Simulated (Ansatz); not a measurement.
C₂H₅AlF₂ at its PBE0-D4/def2-TZVP geometry, where that method's forces vanish. The species carries charge 0 and has multiplicity 1. The bonds changed during the relaxation, so this is another structure than the one it started from.

```csv
atom,x (Å),y (Å),z (Å)
C1,0.814,-1.007,0.557
C2,-0.058,0.194,0.572
F3,0.626,1.287,-0.391
Al4,-1.140,0.844,-0.905
F5,-1.107,-0.091,-2.270
H6,0.883,-1.460,-0.432
H7,1.818,-0.811,0.945
H8,0.340,-1.738,1.223
H9,-0.046,0.722,1.525
H10,-2.132,2.059,-0.824
```

**Question.** For each bond, give half the difference of the two atoms' forces along it (eV/Å; positive pushes the atoms apart) under PBE-D4, r2SCAN-D4, B3LYP-D4, ωB97M-V in def2-TZVPP. (Best estimate.)

**Answer.** Computed: 
```tsv
bond	length (Å)	PBE-D4	r2SCAN-D4	B3LYP-D4	ωB97M-V
C1–C2	1.484	-0.08	0.02	0.12	0.21
C1–H6	1.091	0.12	-0.02	-0.06	-0.08
C1–H7	1.094	0.13	-0.02	-0.05	-0.10
C1–H8	1.096	0.13	0.00	-0.06	-0.08
C2–F3	1.610	0.44	0.35	0.39	0.14
C2–Al4	1.943	0.08	0.05	0.13	0.06
C2–H9	1.090	0.12	-0.05	-0.17	-0.16
F3–Al4	1.892	0.31	0.05	0.15	0.05
Al4–F5	1.655	0.39	0.04	0.14	0.14
Al4–H10	1.570	-0.10	-0.04	-0.17	-0.21
```

B3LYP here is the variant with VWN-RPA as its local correlation; programs differ in this.
